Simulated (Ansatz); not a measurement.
Job for Ansatz (a first-principles code): U-CCSD(T)/def2-QZVPP on PW, 2S+1 = 4, a spin state set in the input, which need not be the lowest, a point of a bond scan (R = 2.130 Å). Elements past Kr take the def2 small-core potentials; no spin–orbit coupling. Files ending in .json are basis or fitting sets from the Basis Set Exchange.

Ansatz 0.2 input:
```yaml
crystal:
  periodic: [false, false, false]
  atoms:
    - {symbol: W, position_ang: [0.00000000, 0.00000000, 0.00000000]}
    - {symbol: P, position_ang: [0.00000000, 0.00000000, 2.12980700]}
basis:
  gaussian:
    orbitals: def2-QZVPP.json
    pivot_positions_ang: [[0.00000000, 0.00000000, 0.00000000], [0.00000000, 0.00000000, 2.12980700]]
magnetization: {spin_polarized: true, initial_magnetization: 3}
correlation: {method: ccsd_t, electrons: valence}
output: {orbitals: {seedname: ./end}}
```

Q: Give the final energy of this run.

A: -407.6998 hartree (reference determinant -407.1041, T1 diagnostic 0.071). Its determinant has ⟨S²⟩ = 5.06, a mixture of spin states.

Q: How many basis functions does it have, and what does it roughly cost on one machine?

A: 151 functions; roughly 4 core-minutes.
